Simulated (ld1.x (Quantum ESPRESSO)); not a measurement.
# phosphorus: variants of one TM potential

Base potential:

ld1.x (Quantum ESPRESSO) 7.5 input, shortened:

```
&input
   title='P', zed=15., rel=1, dft='PBESOL', iswitch=3,
   config='[Ne] 3s2 3p3 3d-2'
 /
 &inputp
   pseudotype=2, tm=.true., lloc=-2, rcloc=1.35,
   nlcc=.true.
 /
3
3S  1  0   2.00   0.00  1.15  1.15  0.0
3P  2  1   3.00   0.00  1.60  1.60  0.0
3D  3  2  -2.00   0.45  1.55  1.55  0.0
 &test
   configts(1)='3s2 3p3'
 /
```

Cutoffs, loose and tight: the cutoffs (Ry, on a coarse ladder) from which the occupation-weighted sum of valence levels, in a spherical-Bessel basis at the reference potential, stays within 10 and 1 mRy of its value at 400 Ry. They do not see the model core or the augmentation charge, which bear on the density cutoff. Test errors are all-electron minus pseudo excitation energies from the reference, over the configurations 3s2 3p2; 3s2 3p1; 3s2 3p0; 3s1 3p4; 3s1 3p0; 3s2 3p2.5; 3s0 3p5. A dash means not determined; rows that change the core or the reference have their own tests. The largest error is taken over the tests solved by every variant that gives reliable tests at all: 3s0 3p5; 3s1 3p4; 3s2 3p2; 3s2 3p2.5.

A true bound ghost makes a file unfit for plane-wave use even where its test errors are small: the radial tests pick states by their node count and pass the ghost by. Where a test does run into it, the solver fails or the error is huge.

| change | outcome | cutoff, loose | cutoff, tight | bound ghosts | largest test error (meV) |
| --- | --- | --- | --- | --- | --- |
| base | generated | 55 Ry | 140 Ry | none | -10 |
| local potential all-electron potential smoothed inside 0.84 bohr (lloc = -2) | generated | 55 Ry | 140 Ry | none | -9.1 |
| local potential all-electron potential smoothed inside 1.10 bohr (lloc = -2) | generated | 55 Ry | 140 Ry | none | -9.9 |
| local potential all-electron potential smoothed inside 1.22 bohr (lloc = -2) | generated | 55 Ry | 140 Ry | none | -10 |
| local potential all-electron potential smoothed inside 1.42 bohr (lloc = -2) | generated | 55 Ry | 140 Ry | none | -10 |
| local potential all-electron potential smoothed inside 1.64 bohr (lloc = -2) | generated | 55 Ry | 140 Ry | none | -11 |
| local potential all-electron potential smoothed inside 1.84 bohr (lloc = -2) | generated | 55 Ry | 140 Ry | none | -12 |

What comes out with this change to the base: local potential all-electron potential smoothed inside 0.66 bohr (lloc = -2)?

outcome: generated; cutoff, loose: 60 Ry; cutoff, tight: 140 Ry; bound ghosts: s; largest test error (meV): -42.

Reading the sweep of the rcloc (base included, trends over the rows without a ghost): The loose cutoff stays near 55 Ry. The median size of the test errors (rows with all tests solved) rises from 9.1 meV at 0.84 to 11.6 meV at 1.84 bohr. Bound ghosts are found at 0.66 bohr.
